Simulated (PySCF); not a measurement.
Q: Write Cartesian coordinates for `N#C[C@@H]1/C(=C\C(F)(F)F)C[C@H]1Cl` as optimised with PBE0-D3(BJ)/def2-SVP.

A: 
```
atom  x, y, z in Å
N1    -1.0913    2.9024   -0.2573
C2    -0.9896    1.8058    0.0965
C3    -0.9142    0.4129    0.4996
C4     0.1834   -0.4929   -0.0504
C5     1.4904   -0.3734   -0.2564
C6     2.3216    0.8082    0.1253
F7     1.6871    1.6256    0.9686
F8     3.4468    0.4042    0.7249
F9     2.6793    1.5225   -0.9443
C10   -0.8069   -1.5850   -0.3621
C11   -1.9330   -0.5576   -0.1602
Cl12  -3.3150   -1.0391    0.8290
H13   -0.9693    0.3367    1.5990
H14    2.0464   -1.1849   -0.7343
H15   -0.7433   -2.0729   -1.3451
H16   -0.8243   -2.3579    0.4231
H17   -2.3186   -0.1550   -1.1052
```

Orientation and origin are arbitrary. Atoms count from 1 in this order. All 3 C–F bonds measure 1.335 to 1.337 Å. Of the pairs four or more bonds apart, C2···F7 is among the closest relative to their van der Waals radii: 2.82 Å, 89 % of the sum of Bondi's values. The 4-membered ring C3–C4–C10–C11 has internal angles of 87.0° to 91.8°; it is puckered, 0.09 Å rms from its mean plane, widest ring torsion 14°. The 7 C–C bonds span 1.329 Å (C4=C5, drawn double) to 1.554 Å (C3–C11, drawn single), a spread of 0.225 Å.

Bonds between heavy atoms (Å): N1≡C2 1.157, C2–C3 1.452, C3–C4 1.526, C4=C5 1.329, C5–C6 1.494, C6–F7 1.335, C6–F8 1.337, C6–F9 1.335, C4–C10 1.507, C10–C11 1.538, C11–Cl12 1.766, C3–C11 1.554.

The calculation used PySCF 2.14.0, PBE0-D3(BJ)/def2-SVP geometry optimisation, gas phase.

Point group: C1 (no symmetry element, even within 0.4 Å). Stationary, but not proved a minimum. One conformer, not necessarily the lowest (C2–C3–C4–C5 44°, C3–C4–C10–C11 14°, C4–C10–C11–Cl12 -134°, C2–C3–C11–C10 136°).
